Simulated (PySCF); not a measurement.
AlH₃O₂S, SMILES [Al]([OH])([OH])[SH].

Geometry: PBE0-D3(BJ)/def2-SVP. The values are those of a single conformer.

Level of theory: IEF-PCM-PBE0/def2-SVP (PySCF 2.14.0).

The values are the electrostatic part of the solvation free energy, E(continuum) − E(gas) at the gas-phase geometry, in a cavity of scaled van der Waals radii (PySCF's table); cavitation and dispersion terms are not included. A continuum can't describe solvent molecules that bind to the metal. In vacuum the orbital gap is 7.22 eV. The dipole moment in vacuum is 1.18 D.

```tsv
solvent	ε	ΔG(elec) (kcal/mol)	dipole (D)	gap (eV)
water	78.36	-9.2	1.49	7.52
dichloromethane	8.93	-7.8	1.44	7.47
2-propanol	19.26	-8.7	1.47	7.50
```
